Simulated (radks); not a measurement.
Radial electron density D(r) = 4 pi r^2 rho(r) of an atom or ion with 29 electrons. Method: non-relativistic Kohn-Sham, LB94 model potential, spin-polarised, spherical densities, point nucleus; computed with a radial shooting solver on a logarithmic mesh with Libxc functionals.

r (bohr),D(r) (e/bohr),spin D(r)
0.001921,5.913,0.0199
0.002442,8.967,0.0302
0.003104,13.37,0.0448
0.003977,19.74,0.0657
0.005056,27.98,0.0920
0.006428,38.28,0.123
0.008171,50.12,0.156
0.01047,62.47,0.182
0.01331,72.18,0.186
0.01692,77.09,0.157
0.02151,75.99,0.0932
0.02757,70.93,0.0213
0.03505,68.61,0.0171
0.04455,75.32,0.150
0.05664,90.22,0.390
0.07258,101.8,0.520
0.09226,96.89,0.310
0.1173,81.07,0.0289
0.1491,74.75,0.339
0.1911,82.57,1.08
0.2429,79.02,0.835
0.3088,51.37,0.00110
0.3925,21.19,0.923
0.503,6.648,2.65
0.6395,2.435,2.06
0.8129,0.6117,0.598
1.033,0.06063,0.0605
1.324,0.001522,0.00152

What is the nuclear charge?

Answer. Z = 61. The innermost maximum, from 1s, lies near 1/Z = 0.0164 bohr (found: 0.0182), and its height grows with Z. The density is that of the promethium ion Pm32+ in [Ar] 3d10 4s1; the configuration itself is not fixed sharply by these data, and Z only to a few units. D(r) has 3 maxima, at r = 0.0182, 0.0768, 0.210 bohr, and minima at 0.0337, 0.143 bohr, inside which lie 1.99, 11.51 electrons.
